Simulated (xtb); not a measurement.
C6H14O3, charge +1, doublet, geometry from GFN2-xTB (a state made from the parent by changing its charge; the spin is typed, not shown lowest); GFN1-xTB (xtb).

Input for xtb:
```
$ xtb mol.xyz --gfn 1 --chrg 1 --uhf 1 --etemp 1000 --json

# file mol.xyz
23

C     -4.32132609     0.01449925    -0.04354565
O     -3.22889778     0.69226264     0.51524295
C     -2.10930340     0.85781854    -0.26425094
C     -1.13509071    -0.38595611    -0.14193794
O      0.01774253    -0.17247583    -0.87624319
C      1.14268708     0.31211147    -0.23322109
C      2.11135685    -0.87778016     0.16283828
O      3.20096009    -0.42067938     0.86450393
C      4.31950192     0.00323352     0.13363489
H     -5.16697599     0.18838127     0.62079508
H     -4.13208795    -1.06636634    -0.09059802
H     -4.54913894     0.37104555    -1.05301547
H     -2.34242845     0.99461160    -1.32715006
H     -1.57191929     1.73005395     0.12265680
H     -1.64741630    -1.24906372    -0.57893754
H     -0.94146282    -0.54921753     0.92357614
H      0.90894025     0.86537063     0.68260260
H      1.67825947     0.94923610    -0.94430148
H      2.38467079    -1.40525105    -0.75905549
H      1.55262782    -1.54252087     0.83008303
H      4.14053797     0.98422341    -0.32671949
H      5.13726071     0.10048207     0.84674119
H      4.58373998    -0.70740358    -0.65581204
```

### Question
Predict the main parts of the log of this xtb run.

### Answer

```
   ID    Z sym.   atoms
    1    6 C      1, 3, 4, 6, 7, 9
    2    8 O      2, 5, 8
    3    1 H      10-23

           -------------------------------------------------
          |                Calculation Setup                |
           -------------------------------------------------

           -------------------------------------------------
          |                 G F N 1 - x T B                 |
           -------------------------------------------------

          ...................................................
          :                      SETUP                      :
          :.................................................:
          :  # basis functions                  64          :
          :  # atomic orbitals                  64          :
          :  # shells                           46          :
          :  # electrons                        55          :
          :  # halogen bonds                     0          :
          :  max. iterations                   250          :
          :  Hamiltonian                  GFN1-xTB          :
          :  restarted?                      false          :
          :  GBSA solvation                  false          :
          :  PC potential                    false          :
          :  electronic temp.         1000.0000000     K    :
          :  accuracy                    1.0000000          :
          :  -> integral cutoff          0.2500000E+02      :
          :  -> integral neglect         0.1000000E-07      :
          :  -> SCF convergence          0.1000000E-05 Eh   :
          :  -> wf. convergence          0.2000000E-04 e    :
          :  Broyden damping             0.4000000          :
          :  net charge                          1          :
          :  unpaired electrons                  1          :
          ...................................................

 iter      E             dE          RMSdq      gap      omega  full diag
   1    -34.0139587 -0.340140E+02  0.699E+00    7.52       0.0  T
   2    -34.1117594 -0.978007E-01  0.425E+00    7.90       1.0  T
   3    -34.1075699  0.418956E-02  0.106E+00    8.11       1.0  T
   4    -34.1128015 -0.523164E-02  0.280E-01    8.07       1.0  T
   5    -34.1161646 -0.336313E-02  0.256E-02    8.07       1.0  T
   6    -34.1161877 -0.230673E-04  0.512E-03    8.06       4.1  T
   7    -34.1161881 -0.447637E-06  0.177E-03    8.06      11.8  T
   8    -34.1161882 -0.384614E-07  0.405E-04    8.06      51.5  T
   9    -34.1161882  0.252661E-07  0.548E-04    8.06      38.0  T
  10    -34.1161882 -0.283377E-07  0.683E-05    8.06     305.2  T
  11    -34.1161882 -0.104798E-09  0.384E-05    8.06     543.5  T

   *** convergence criteria satisfied after 11 iterations ***

         :::::::::::::::::::::::::::::::::::::::::::::::::::::
         ::                     SUMMARY                     ::
         :::::::::::::::::::::::::::::::::::::::::::::::::::::
         :: total energy             -33.824753396480 Eh    ::
         :: gradient norm              0.019380199732 Eh/a0 ::
         :: HOMO-LUMO gap              8.059567851020 eV    ::
         ::.................................................::
         :: SCC energy               -34.116188183400 Eh    ::
         :: -> electrostatic           0.174877251883 Eh    ::
         :: repulsion energy           0.299386733128 Eh    ::
         :: dispersion energy         -0.007951946208 Eh    ::
         :: halogen bond corr.         0.000000000000 Eh    ::
         :: add. restraining           0.000000000000 Eh    ::
         :: total charge               1.000000000000 e     ::
         :::::::::::::::::::::::::::::::::::::::::::::::::::::

           -------------------------------------------------
          |                Property Printout                |
           -------------------------------------------------

    * Orbital Energies and Occupations

         #    Occupation            Energy/Eh            Energy/eV
      -------------------------------------------------------------
         1        2.0000           -0.9978642             -27.1533
       ...           ...                  ...                  ...
        16        2.0000           -0.7456501             -20.2902
        17        2.0000           -0.7443508             -20.2548
        18        2.0000           -0.7200130             -19.5926
        19        2.0000           -0.6990470             -19.0220
        20        2.0000           -0.6880397             -18.7225
        21        2.0000           -0.6819777             -18.5576
        22        2.0000           -0.6604356             -17.9714
        23        2.0000           -0.6588923             -17.9294
        24        2.0000           -0.6547016             -17.8153
        25        2.0000           -0.6461927             -17.5838
        26        2.0000           -0.6461032             -17.5814
        27        1.9572           -0.6149087             -16.7325
        28        1.0428           -0.5952212             -16.1968 (HOMO)
        29                         -0.2990376              -8.1372 (LUMO)
        30                         -0.2899196              -7.8891
        31                         -0.2874557              -7.8221
        32                         -0.2816436              -7.6639
        33                         -0.2734190              -7.4401
        34                         -0.2672233              -7.2715
        35                         -0.2543340              -6.9208
        36                         -0.2376861              -6.4678
        37                         -0.2268954              -6.1741
        38                         -0.2253960              -6.1333
        39                         -0.2072082              -5.6384
       ...                                ...                  ...
        64                          0.2734999               7.4423
      -------------------------------------------------------------
                  HL-Gap            0.2961837 Eh            8.0596 eV
             Fermi-level           -0.5260971 Eh          -14.3158 eV

  Mulliken/CM5 charges         n(s)   n(p)   n(d)
     1C     0.17185  0.05066   0.982  2.846  0.000
     2O    -0.37607 -0.48738   1.681  4.695  0.000
     3C     0.20837  0.13145   1.013  2.779  0.000
     4C     0.19947  0.12168   1.017  2.784  0.000
     5O    -0.37951 -0.48681   1.680  4.700  0.000
     6C     0.19947  0.12168   1.017  2.784  0.000
     7C     0.20837  0.13145   1.013  2.779  0.000
     8O    -0.37607 -0.48738   1.681  4.695  0.000
     9C     0.17185  0.05066   0.982  2.846  0.000
    10H     0.08516  0.14586   0.915  0.000  0.000
    11H     0.06242  0.12110   0.938  0.000  0.000
    12H     0.05742  0.11648   0.943  0.000  0.000
    13H     0.06356  0.12832   0.936  0.000  0.000
    14H     0.07710  0.14346   0.923  0.000  0.000
    15H     0.07829  0.14414   0.922  0.000  0.000
    16H     0.06219  0.12764   0.938  0.000  0.000
    17H     0.06219  0.12764   0.938  0.000  0.000
    18H     0.07829  0.14414   0.922  0.000  0.000
    19H     0.06356  0.12832   0.936  0.000  0.000
    20H     0.07710  0.14346   0.923  0.000  0.000
    21H     0.06242  0.12110   0.938  0.000  0.000
    22H     0.08516  0.14586   0.915  0.000  0.000
    23H     0.05742  0.11648   0.943  0.000  0.000

Wiberg/Mayer (AO) data.
largest (>0.10) Wiberg bond orders for each atom

 ---------------------------------------------------------------------------
     #   Z sym  total        # sym  WBO       # sym  WBO       # sym  WBO
 ---------------------------------------------------------------------------
     1   6 C    3.858 --    10 H    0.968    12 H    0.964     2 O    0.943
                            11 H    0.934
     2   8 O    2.120 --     3 C    1.027     1 C    0.943
     3   6 C    3.861 --     2 O    1.027    13 H    0.960    14 H    0.952
                             4 C    0.836
     4   6 C    3.861 --     5 O    0.997    16 H    0.963    15 H    0.952
                             3 C    0.836
     5   8 O    2.202 --     6 C    0.997     4 C    0.997
     6   6 C    3.861 --     5 O    0.997    17 H    0.963    18 H    0.952
                             7 C    0.836
     7   6 C    3.861 --     8 O    1.027    19 H    0.960    20 H    0.952
                             6 C    0.836
     8   8 O    2.120 --     7 C    1.027     9 C    0.943
     9   6 C    3.858 --    22 H    0.968    23 H    0.964     8 O    0.943
                            21 H    0.934
    10   1 H    0.999 --     1 C    0.968
    11   1 H    0.973 --     1 C    0.934
    12   1 H    0.991 --     1 C    0.964
    13   1 H    0.999 --     3 C    0.960
    14   1 H    1.005 --     3 C    0.952
    15   1 H    1.005 --     4 C    0.952
    16   1 H    1.002 --     4 C    0.963
    17   1 H    1.002 --     6 C    0.963
    18   1 H    1.005 --     6 C    0.952
    19   1 H    0.999 --     7 C    0.960
    20   1 H    1.005 --     7 C    0.952
    21   1 H    0.973 --     9 C    0.934
    22   1 H    0.999 --     9 C    0.968
    23   1 H    0.991 --     9 C    0.964
 ---------------------------------------------------------------------------

Topologies differ in total number of bonds
Writing topology from bond orders to xtbtopo.mol

 dipole moment from electron density (au)
     X       Y       Z
   0.0160  -0.1552  -0.7883  total (Debye):    2.043

           -------------------------------------------------
          | TOTAL ENERGY              -33.824753396480 Eh   |
          | GRADIENT NORM               0.019380199732 Eh/α |
          | HOMO-LUMO GAP               8.059567851020 eV   |
           -------------------------------------------------

normal termination of xtb
```
